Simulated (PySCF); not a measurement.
Sb(F)2(Et) (C₂H₅F₂Sb), SMILES [F][Sb]([CH2]C)[F].

The structure is a stationary point at PBE0-D3(BJ)/def2-SVP. The structure was generated by enumeration; whether it is a known compound was not checked. The def2 effective core potentials stand for the cores of Sb; spin–orbit coupling is left out. One conformer was computed; it need not be the lowest.

Two levels are set side by side: TDA-PBE/def2-SVPD (PySCF) and TDA-LC-ωPBE/def2-SVPD (PySCF). Vertical, same geometry. The lowest singlet is HOMO→LUMO 97 % with PBE and HOMO→LUMO 96 % with the other functional; states are paired by order. Differences are taken from unrounded values.

| quantity | TDA-PBE |
|---|---|
| lowest singlet excitation (eV) | 4.57 |
| lowest triplet excitation (TDA) (eV) | 3.93 |
| first bright state (f over 0.05) (eV) | 5.03 |
| its oscillator strength | 0.06 |

### Question
These are the TDA-PBE values. What does TDA-LC-ωPBE give? (The exact figures need the calculation; the answer reports its results.)

### Answer

```
quantity                               TDA-LC-ωPBE  TDA-PBE minus TDA-LC-ωPBE
-------------------------------------  -----------  -------------------------
lowest singlet excitation (eV)                5.22                      -0.65
lowest triplet excitation (TDA) (eV)          4.21                      -0.27
first bright state (f over 0.05) (eV)         5.78                      -0.75
its oscillator strength                       0.10                      -0.05
```

A lower first singlet is the usual sign of a functional without exact exchange. Differences between two approximate levels are no errors against the true value.

Rough cost on one machine, each run with all the roots and properties that it gave: TDA-LC-ωPBE against TDA-PBE about 3 times.
